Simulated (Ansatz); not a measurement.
Ansatz (a quantum-chemistry and plane-wave program) input file for KI, SMILES [K][I], PBE-D3(BJ)/def2-TZVPD. 

Ansatz 0.2 input:
```yaml
crystal:
  periodic: [false, false, false]
  atoms:
    - {symbol: K, position_ang: [0.00000000, 0.00000000, -2.27169530]}
    - {symbol: I, position_ang: [0.00000000, 0.00000000, 0.81438133]}
basis:
  gaussian:
    orbitals: def2-TZVPD
hamiltonian:
  xc: pbe
  dispersion: d3bj
relax: {f_tol: 0.002, max_steps: 200}
```

Log of the run:

```
WARN ansatz: RAYON_NUM_THREADS=1 ignored (pool sized by the plan → 1); use --threads N
Functional definition: PBE
integrals: 0.03 GiB planned
744 factors; their error is unknown
mean field: 0.22 GiB planned
mean field evaluation 1: about -24420.4979 eV, gradient 1.7e1 eV
mean field evaluation 2: about -24415.4363 eV, gradient 4.0e1 eV
mean field evaluation 4: about -24421.7216 eV, gradient 3.1e0 eV
mean field evaluation 8: about -24421.7151 eV, gradient 1.7e-2 eV
mean field -24421.71506909 eV, -897.4814751560 hartree, gradient 3.4e-5 eV, S^2 0.000000; 0 other end points of the search recorded, 0 dependent functions left out
the calculation of the forces begins
reference -24421.71511730 eV, -897.4814769276 hartree; 22, 22 occupied and 73, 73 virtual orbitals, 744 factors
relax step   1: F+E_penalty+E_count = -24421.74362369 eV  Δ(F+E_penalty+E_count) = +0.000e0 eV  max|allowed force component| = 2.221e-2 eV/Å  Δτ_max = 0.0000 Å  (29 SCF iters, accepted)
these checks for a lower state are left out or cut short: starts, cluster_reference, orbital_swaps, neighbouring_geometries, increment
integrals: 0.03 GiB planned
744 factors; their error is unknown
mean field: 0.22 GiB planned
mean field evaluation 16: about -24421.7384 eV, gradient 8.0e-2 eV
mean field -24421.71511654 eV, -897.4814768997 hartree, gradient 1.3e-5 eV, S^2 0.000000; 0 other end points of the search recorded, 0 dependent functions left out
the calculation of the forces begins
reference -24421.71516474 eV, -897.4814786711 hartree; 22, 22 occupied and 73, 73 virtual orbitals, 744 factors
relax step   2: F+E_penalty+E_count = -24421.74367771 eV  Δ(F+E_penalty+E_count) = -5.402e-5 eV  max|allowed force component| = 1.103e-2 eV/Å  Δτ_max = 0.0016 Å  (25 SCF iters, accepted)
these checks for a lower state are left out or cut short: starts, cluster_reference, orbital_swaps, neighbouring_geometries, increment
integrals: 0.03 GiB planned
744 factors; their error is unknown
mean field: 0.22 GiB planned
mean field -24421.71512760 eV, -897.4814773062 hartree, gradient 1.3e-5 eV, S^2 0.000000; 0 other end points of the search recorded, 0 dependent functions left out
the calculation of the forces begins
reference -24421.71517579 eV, -897.4814790773 hartree; 22, 22 occupied and 73, 73 virtual orbitals, 744 factors
relax step   3: F+E_penalty+E_count = -24421.74369522 eV  Δ(F+E_penalty+E_count) = -1.751e-5 eV  max|allowed force component| = 1.136e-4 eV/Å  Δτ_max = 0.0016 Å  (25 SCF iters, accepted)
integrals: 0.03 GiB planned
744 factors; their error is unknown
mean field: 0.22 GiB planned
mean field evaluation 32: about -24420.4982 eV, gradient 1.7e1 eV
mean field -24421.71512760 eV, -897.4814773062 hartree, gradient 1.3e-5 eV, S^2 0.000000; 1 other end points of the search recorded, 0 dependent functions left out
the calculation of the forces begins
reference -24421.71517579 eV, -897.4814790773 hartree; 22, 22 occupied and 73, 73 virtual orbitals, 744 factors
Total energy: -24421.74374342 eV, -897.4825289181 hartree
Atom 0 at    -0.000000     0.000000    -2.268469 Å, force     0.000000     0.000000    -0.000114 eV/Å
Atom 1 at     0.000000    -0.000000     0.811155 Å, force     0.000000    -0.000000     0.000114 eV/Å
Dipole moment:    -0.000000     0.000000    -2.231007 e Å
```

The run converged.

Cost: around 4 core-seconds (rough).
